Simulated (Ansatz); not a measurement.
`c1coc(-c2ccc(-c3ccc(-c4ccco4)o3)o2)c1` with charge +1. The state is a doublet with charge 1. Geometry r2SCAN-D4/def2-SVP, that of the neutral singlet; atoms count from 1.

Cartesian coordinates in Å:
```
C -0.651 2.177 5.717
C -1.728 1.356 5.918
O -1.974 0.615 4.806
C -1.043 0.963 3.874
C -1.115 0.298 2.609
C -1.961 -0.667 2.098
C -1.520 -0.925 0.773
C -0.431 -0.101 0.558
C 0.434 0.102 -0.558
C 1.523 0.924 -0.773
C 1.964 0.666 -2.098
C 1.116 -0.297 -2.610
C 1.042 -0.963 -3.874
C 0.197 -1.926 -4.386
C 0.648 -2.177 -5.716
C 1.726 -1.357 -5.918
O 1.973 -0.616 -4.807
O 0.185 -0.642 -1.675
O -0.184 0.643 1.675
C -0.199 1.927 4.387
H -0.231 2.878 6.436
H -2.399 1.184 6.756
H -2.795 -1.123 2.628
H -1.938 -1.624 0.052
H 1.942 1.624 -0.053
H 2.798 1.122 -2.628
H -0.638 -2.385 -3.861
H 0.227 -2.878 -6.435
H 2.397 -1.187 -6.757
H 0.636 2.387 3.863
```

Single mean-field runs in def2-TZVP are fitted with def2-universal-jkfit.

(1) Estimate the Mulliken populations of the heavy atoms from the PBE0/def2-TZVP orbitals of Ansatz.

(2) Where does the spin sit?

(3) And the Mayer bond orders between heavy atoms (over 0.3)?

Results:

(1) 
| atom | charge (e) | spin (α − β) |
| --- | --- | --- |
| C1 | -0.12 | -0.03 |
| C2 | 0.00 | 0.15 |
| O3 | -0.19 | -0.01 |
| C4 | 0.17 | -0.01 |
| C5 | 0.30 | 0.15 |
| C6 | -0.16 | 0.02 |
| C7 | -0.19 | 0.09 |
| C8 | 0.25 | 0.07 |
| C9 | 0.25 | 0.07 |
| C10 | -0.19 | 0.09 |
| C11 | -0.16 | 0.02 |
| C12 | 0.30 | 0.15 |
| C13 | 0.17 | -0.01 |
| C14 | -0.23 | 0.11 |
| C15 | -0.12 | -0.03 |
| C16 | 0.00 | 0.15 |
| O17 | -0.19 | -0.01 |
| O18 | -0.21 | -0.02 |
| O19 | -0.21 | -0.02 |
| C20 | -0.23 | 0.11 |
Mulliken values depend strongly on the basis.

(2) Summed by element: C 1.10, O -0.06, H -0.04, of 1 unpaired in all. Largest on single atoms: C2 0.15, C16 0.15, C5 0.15.

(3) C1–C2 1.57 (1.37 Å); C1–C20 1.35 (1.43 Å); C2–O3 1.15 (1.36 Å); O3–C4 1.09 (1.36 Å); C4–C5 1.10 (1.43 Å); C4–C20 1.42 (1.38 Å); C5–C6 1.37 (1.38 Å); C5–O19 1.12 (1.36 Å); C6–C7 1.35 (1.42 Å); C7–C8 1.37 (1.38 Å); C8–C9 1.16 (1.43 Å); C8–O19 1.10 (1.36 Å); C9–C10 1.37 (1.38 Å); C9–O18 1.10 (1.36 Å); C10–C11 1.35 (1.42 Å); C11–C12 1.37 (1.38 Å); C12–C13 1.10 (1.43 Å); C12–O18 1.12 (1.36 Å); C13–C14 1.42 (1.38 Å); C13–O17 1.09 (1.36 Å); C14–C15 1.35 (1.43 Å); C15–C16 1.57 (1.37 Å); C16–O17 1.15 (1.36 Å).
